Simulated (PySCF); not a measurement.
Homolysis of single bonds, series B I-H. Isolated molecules, 0 K electronic values unless said otherwise. Strings in code marks are SMILES.

The four lowest singlet excitations (Tamm–Dancoff). Computed with ωB97X-D3(BJ)/def2-TZVP // PBE0-D3(BJ)/def2-TZVP run with PySCF. Excitations are Tamm–Dancoff values on a coarser integration grid. The basis has no diffuse functions, so Rydberg states are missing or too high.

```
state  energy (eV)  wavelength (nm)  oscillator strength
-----  -----------  ---------------  -------------------
S1            4.31              287                0.000
S2            4.47              277                0.000
S3            5.15              241                0.201
S4            6.21              200                0.030
```

Say which member gives these states.
A. `IB(I)I`
B. `IBI`
C. `BI`

B, `IBI`
